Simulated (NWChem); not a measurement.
Molecule: C3H9ClGe; SMILES [CH3][Ge]([CH3])([CH3])[Cl]

```xyz
14

C      1.8496    -0.2576     0.8326
Ge     0.0000     0.0000     0.2871
C     -0.7017     1.7306     0.8326
C     -1.1479    -1.4730     0.8326
Cl     0.0000     0.0000    -1.9038
H      1.9245    -0.2674     1.9310
H      2.2327    -1.2124     0.4451
H      2.4793     0.5555     0.4440
H     -1.7207     1.8694     0.4440
H     -0.7307     1.8004     1.9310
H     -0.0663     2.5397     0.4451
H     -1.1938    -1.5330     1.9310
H     -0.7586    -2.4249     0.4440
H     -2.1663    -1.3273     0.4451
```
Atoms are numbered in this order, from 1.

Structure relaxed at the PBE0/def2-SVP level.

Problem. Give the principal values of the shielding tensors (ppm) of C1, Ge2, Cl5 from BHandHLYP/pcSseg-1, GIAO (NWChem), with their diamagnetic and paramagnetic parts as GIAO splits them.

Solution. 
| atom | σ11 | σ22 | σ33 | isotropic | diamagnetic | paramagnetic |
|---|---|---|---|---|---|---|
| C1 | 170.1 | 179.8 | 190.8 | 180.2 | 250.0 | -69.8 |
| Ge2 | 1211.8 | 1211.8 | 1316.4 | 1246.7 | 2755.3 | -1508.7 |
| Cl5 | 952.8 | 952.8 | 1035.6 | 980.4 | 1148.9 | -168.5 |
